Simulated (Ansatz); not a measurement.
`C[O][GeH]([OH])[O]C`. Charge 0, multiplicity 1. All single points use the PBE0-D4/def2-TZVP geometry. It is one conformer, not always the lowest.

```xyz
14

C     2.094   -0.451   -0.177
O     1.141    0.432   -0.726
Ge   -0.098    1.150    0.315
O    -1.099    2.040   -0.828
O    -1.024   -0.120    1.111
C    -1.775   -1.026    0.330
H     1.624   -1.295    0.341
H     2.764    0.057    0.528
H     2.699   -0.844   -0.997
H     0.447    2.032    1.436
H    -0.824    1.862   -1.732
H    -2.290   -1.705    1.012
H    -2.524   -0.511   -0.280
H    -1.136   -1.621   -0.333
```

Task: What is the dipole moment at B3LYP/def2-TZVPP? (Best estimate.)

Result: Ansatz gave: 1.65 D, with components (1.09, -1.12, -0.51) D in this frame, pointing from negative to positive charge.

Task: And with PBE, r2SCAN, ωB97M-V? (Estimate.)

Result: Ansatz gave: PBE 1.56 D, r2SCAN 1.60 D, ωB97M-V 1.64 D.

Task: Give the Mulliken charges with B3LYP, ωB97M-V, PBE in def2-TZVPP. (An estimate is asked.)

Result: The calculation gave: 
| atom | B3LYP | ωB97M-V | PBE |
| --- | --- | --- | --- |
| C1 | -0.13 | -0.18 | -0.14 |
| O2 | -0.43 | -0.42 | -0.36 |
| Ge3 | 0.73 | 0.69 | 0.62 |
| O4 | -0.43 | -0.42 | -0.39 |
| O5 | -0.42 | -0.41 | -0.35 |
| C6 | -0.13 | -0.18 | -0.15 |
| H7 | 0.10 | 0.12 | 0.10 |
| H8 | 0.10 | 0.12 | 0.09 |
| H9 | 0.11 | 0.12 | 0.10 |
| H10 | 0.00 | 0.03 | -0.01 |
| H11 | 0.19 | 0.18 | 0.19 |
| H12 | 0.11 | 0.12 | 0.10 |
| H13 | 0.11 | 0.12 | 0.10 |
| H14 | 0.09 | 0.11 | 0.09 |

B3LYP here is the variant with VWN-RPA as its local correlation; programs differ in this.
